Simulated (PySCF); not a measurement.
C4H5FO, SMILES C1=C(F)[C@H](C)O1.

Geometry optimised at r2SCAN-D4/def2-SVP. The structure was generated by enumeration; whether it is a known compound was not checked.

Computed with PySCF with HF/def2-TZVP.

The molecule is in vacuum.

Computed frontier levels, gap, dipole moment and polarisability:
| Property | Value |
|---|---|
| highest occupied level | -9.40 eV |
| lowest empty level | 3.71 eV |
| orbital gap | 13.11 eV |
| dipole moment | 0.58 D |
| quadrupole, principal values (traceless, Buckingham form, about the centre of nuclear charge) | -9.13, 0.18, 8.95 D·Å |
| mean static polarisability | 46.4 bohr³ (6.88 Å³) |
| polarisability, principal values | 37.8, 45.7, 55.7 bohr³ |
